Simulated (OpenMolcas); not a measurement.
## Hg: CASPT2 settings compared

```yaml
Program: OpenMolcas
Basis: ANO-RCC-VDZ [7s6p4d1f]
Scalar_Hamiltonian: DKH4, point nucleus
Active_space: 2 electrons in 8 orbitals (6s 6p 7s 7p)
State_averaging: 2S+1 = 1 even, 1 root; 2S+1 = 3 odd, 3 roots
Spin-orbit_coupling: state interaction with AMFI integrals over the reference wave functions, term energies averaged over their components
```

Methods on the same reference wave functions:
A. CASSCF
B. XMS-CASPT2, IPEA 0.75 Eh, imaginary shift 0.15 Eh (closed shells correlated: 5d)
C. XMS-CASPT2, IPEA 0.1 Eh, real shift 0.3 Eh (closed shells correlated: 5d)
D. XMS-CASPT2, IPEA 0.1 Eh, no level shift (closed shells correlated: none)

Energies in cm-1 above 6s2 1S0, the measured ground level; measured values from NIST Handbook of Basic Atomic Spectroscopic Data.

```json
{"Level": "6s2 1S0", "A": "0.0", "B": "0.0", "C": "0.0", "D": "0.0", "Measured": "0.0"}
{"Level": "6s 6p 3P* 0", "A": "32126", "B": "33490", "C": "33430", "D": "31960", "Measured": "37645"}
{"Level": "6s 6p 3P* 1", "A": "33882", "B": "35250", "C": "35180", "D": "33710", "Measured": "39412"}
{"Level": "6s 6p 3P* 2", "A": "37393", "B": "38760", "C": "38690", "D": "37220", "Measured": "44043"}
```

Deviations, from unrounded energies. A percentage is the sum of absolute deviations over the sum of measured energies, with the sign that they share, or ± where signs differ.

```
           Against measurement  Levels      A      B      C      D
mean absolute deviation (cm-1)       3   5900   4500   4600   6100
      other configurations (%)       3  -14.6  -11.2  -11.4  -15.0
```

B, C lie about equally close to measurement and D furthest from it. The largest miss of B in the table is 6s 6p 3P* 2, by -5300 cm-1. The ranking rests on the paired levels alone, and a cruder setting can come out closer through cancelling errors.

Among B to D the level of the table that moves most is 6s 6p 3P* 0, by 1500 cm-1 (lowest in D, highest in B). Moves below CASPT2's spread within the term are not significant.

The lowest spin-free term lies below A's lowest term by 0.090 hartree in B, 0.091 hartree in C, 0.000 hartree in D.

CASPT2 does not keep the components of a term degenerate, so their means are used; among the terms shown or strongly mixed into the levels shown the widest spread is 56 cm-1 (6s 6p 3P*, B). Active for correlation alone: 7p 7s; no level in the range computed is led by a configuration that fills them, so any true level of that kind is missing. Spin-orbit splittings of 6p shells tend to come out small when the coupling is added on scalar orbitals. Computed and measured levels are paired by configuration, term and J; levels that our copy of the source lacks, or whose pairing is in doubt (as where it misses far off the trend of its configuration), stay unpaired and out of the deviations. Only configurations of the active space appear.

* marks odd parity.
